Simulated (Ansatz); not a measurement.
K8F8, relaxed as a singlet with RKS r2SCAN-D4/def2-SVP in Ansatz, starting from the GFN2-xTB geometry. Force threshold 0.03 eV/Å.

Start:

```xyz
16

K    -1.476    2.972   -0.232
F    -2.557    1.428   -1.123
K    -2.329   -0.590   -1.344
F    -1.346   -2.441   -1.248
F    -0.677    2.365    1.816
K    -1.229    0.440    2.450
F    -1.436   -1.581    2.262
K    -0.849   -3.072    0.929
F     0.751    2.857   -0.770
K     1.242    1.313   -2.102
F     1.430   -0.623   -2.720
K     0.771   -2.488   -2.063
K     1.561    2.586    1.356
F     2.560    0.776    1.604
K     2.310   -1.160    1.010
F     1.274   -2.782    0.175
```

| step | energy (eV) | largest force component (eV/Å) | SCF passes |
| --- | --- | --- | --- |
| 1 | -152299.5464 | 3.027 | 16 |
| 2 | -152303.3705 | 1.458 | 23 |
| 3 | -152304.9696 | 0.452 | 24 |
| 4 | -152305.3728 | 0.144 | 17 |
| 5 | -152305.5788 | 0.237 | 17 |
| 6 | -152305.8937 | 0.366 | 17 |
| 7 | -152306.3453 | 0.407 | 23 |
| 8 | -152306.8271 | 0.421 | 23 |
| 9 | -152307.0666 | 0.357 | 17 |
| 10 | -152307.1430 | 0.320 | 17 |
| 11 | -152307.2295 | 0.189 | 18 |
| 12 | -152307.3685 | 0.186 | 22 |
| 13 | -152307.4241 | 0.171 | 22 |
| 14 | -152307.4370 | 0.035 | 17 |
| 15 | -152307.4377 | 0.003 | 17 |

Force components are those of the run's own axes.

End:

```xyz
16

K    -1.538    3.750   -0.091
F    -1.589    1.291   -0.616
K    -2.510   -1.015   -0.842
F    -1.512   -3.153   -1.494
F    -0.720    3.217    2.152
K    -0.838    0.728    1.877
F    -1.736   -1.545    1.456
K    -0.915   -3.766    0.856
F     0.826    3.778   -0.732
K     0.870    1.376   -1.449
F     1.700   -0.905   -1.954
K     0.811   -3.159   -2.264
K     1.646    3.370    1.537
F     1.621    0.901    1.062
K     2.473   -1.337    0.365
F     1.411   -3.530    0.135
```

Bonds formed: F2–K6, F2–K10, K3–F7, K6–F14, K10–F14, F11–K15 (atoms count from 1). Metal–metal contacts that move far: K6–K10 5.25 to 3.79 Å, K1–K3 3.83 to 4.92 Å, K13–K15 3.84 to 4.92 Å.

No frequencies were taken in this run, so the end may be a saddle point.

Run time 7.3 min (4 threads of Arm Neoverse V1 on a shared host), peak host memory 1.1 GiB.
